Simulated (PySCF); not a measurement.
H₂O₄W, triplet (typed; the unrestricted solution is spin-contaminated), geometry from GFN2-xTB (such geometries of metal compounds can be far from the true shape) (the multiplicity is a formal guess) (core potentials on W). Base run: HF/def2-SVP (PySCF).

Here is a job for PySCF.
```python
from pyscf import gto, scf

mol = gto.Mole()
mol.atom = '''
    W     0.042402   -0.000348    0.006547
    O     1.470556   -0.304030   -0.941925
    O     1.122655    0.282749    1.342345
    O    -1.119381   -0.731816   -1.237367
    H    -1.490006   -1.162292   -2.015886
    O    -1.428574    0.752725    0.843935
    H    -2.009798    1.191013    1.475478
'''
mol.basis = 'def2-svp'
mol.ecp = {'W': 'def2-svp'}
mol.charge = 0
mol.spin = 2
mol.verbose = 4
mol.build()

mf = scf.UHF(mol)
mf.kernel()
mo_i, mo_e, stable_i, stable_e = mf.stability(internal=True, external=True, return_status=True, nroots=6, tol=1e-6)
print('internally stable:', stable_i, ' externally stable:', stable_e)
if not stable_i:
    umf = mf.copy()
    umf.scf_summary = {}
    umf.kernel(umf.make_rdm1(mo_i, mf.mo_occ))
```

The bond that is stretched is that between atoms 7 and 6. A test that says stable can miss a lower solution.

Each row names what was changed in the base input (with any setting that the change needs).

```json
[
 {"change": "base", "ΔE vs base (eV)": "0.00", "<S^2>": "2.260", "E after following the instability (Eh)": "-", "<S^2> there": "-", "stability test says": "external instability", "outcome": "converged"},
 {"change": "bond × 1.25", "ΔE vs base (eV)": "1.30", "<S^2>": "2.258", "E after following the instability (Eh)": "-", "<S^2> there": "-", "stability test says": "external instability", "outcome": "converged"},
 {"change": "bond × 1.5", "ΔE vs base (eV)": "3.17", "<S^2>": "2.263", "E after following the instability (Eh)": "-366.63766", "<S^2> there": "2.31", "stability test says": "internal instability", "outcome": "converged"},
 {"change": "bond × 1.8", "ΔE vs base (eV)": "5.18", "<S^2>": "2.261", "E after following the instability (Eh)": "-366.59761", "<S^2> there": "3.02", "stability test says": "internal instability", "outcome": "converged"},
 {"change": "bond × 2.2", "ΔE vs base (eV)": "-", "<S^2>": "-", "E after following the instability (Eh)": "-", "<S^2> there": "-", "stability test says": "-", "outcome": "not converged"},
 {"change": "bond × 3.0", "ΔE vs base (eV)": "3.80", "<S^2>": "3.296", "E after following the instability (Eh)": "-", "<S^2> there": "-", "stability test says": "external instability", "outcome": "converged"}
]
```

On stretching, the SCF can end on different states; <S^2> shows the spin contamination of each.
